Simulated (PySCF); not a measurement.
Species: C6H6NO2 (charge -1).
Bonds: N1–C2 (triple), C2–C3, C3–C4, C4–C5, C5–O6 (double), C5–O7, C4–C8, C8–C9, C4–C9. Hydrogens: H10, H11 on C3; H12, H13 on C8; H14, H15 on C9.

Computed geometry: GFN2-xTB, gas phase.

(1) What internal coordinates does the optimisation give?

## Answers

(1) 
```json
{"bond": "N1≡C2", "length (pm)": "114.9"}
{"bond": "C2–C3", "length (pm)": "142.5"}
{"bond": "C3–C4", "length (pm)": "152.3"}
{"bond": "C4–C5", "length (pm)": "158.4"}
{"bond": "C5=O6", "length (pm)": "123.3"}
{"bond": "C5–O7", "length (pm)": "123.9"}
{"bond": "C4–C8, C4–C9", "length (pm)": "150.0"}
{"bond": "C8–C9", "length (pm)": "149.7"}
{"bond": "C3–H10, C3–H11", "length (pm)": "109.9"}
{"bond": "C8–H12, C9–H14", "length (pm)": "108.3"}
{"bond": "C8–H13, C9–H15", "length (pm)": "108.1"}
```

Bonds in one row agree within 1 pm and their mean is given. A selection of angles:
```json
{"angle": "N1–C2–C3", "degrees": "178.8"}
{"angle": "C2–C3–C4", "degrees": "114.5"}
{"angle": "C2–C3–H10", "degrees": "108.7"}
{"angle": "C2–C3–H11", "degrees": "110.5"}
{"angle": "C4–C3–H10", "degrees": "109.9"}
{"angle": "C4–C3–H11", "degrees": "105.4"}
{"angle": "H10–C3–H11", "degrees": "107.6"}
{"angle": "C3–C4–C5", "degrees": "111.9"}
{"angle": "C3–C4–C8", "degrees": "121.3"}
{"angle": "C3–C4–C9", "degrees": "120.1"}
{"angle": "C5–C4–C8", "degrees": "116.4"}
{"angle": "C5–C4–C9", "degrees": "118.3"}
{"angle": "C8–C4–C9", "degrees": "59.8"}
{"angle": "C4–C5–O6", "degrees": "115.1"}
{"angle": "C4–C5–O7", "degrees": "114.7"}
{"angle": "O6–C5–O7", "degrees": "130.1"}
{"angle": "C4–C8–C9", "degrees": "60.0"}
{"angle": "C4–C8–H12", "degrees": "119.4"}
{"angle": "C4–C8–H13", "degrees": "116.5"}
{"angle": "C9–C8–H12", "degrees": "118.7"}
{"angle": "C9–C8–H13", "degrees": "117.3"}
{"angle": "H12–C8–H13", "degrees": "114.4"}
{"angle": "C8–C9–H14", "degrees": "118.4"}
{"angle": "C4–C9–H15", "degrees": "116.4"}
{"angle": "H14–C9–H15", "degrees": "114.8"}
```

Torsions: C2–C3–C4–C5 149° (anticlinal); C3–C4–C5–O6 168° (antiperiplanar); C3–C4–C8–C9 -109° (anticlinal); C3–C4–C9–C8 111° (anticlinal). The mirror-image conformer, all signs reversed, is as good.

C5 (carboxylate carbon) is planar (angles 130.1°, 115.1° and 114.7°, sum 360.0°, 0.00 Å off the plane of its three neighbours). Of the pairs four or more bonds apart, O7···H11 is among the closest relative to their van der Waals radii: 2.14 Å, 79 % of the sum of Bondi's values. The 3-membered ring C4–C8–C9 has internal angles of 59.8° to 60.2°. The 6 C–C bonds span 1.425 Å (C2–C3, drawn single) to 1.584 Å (C4–C5, drawn single), a spread of 0.159 Å.

Point group: C1 (no symmetry element, even within 0.4 Å). No frequency check.
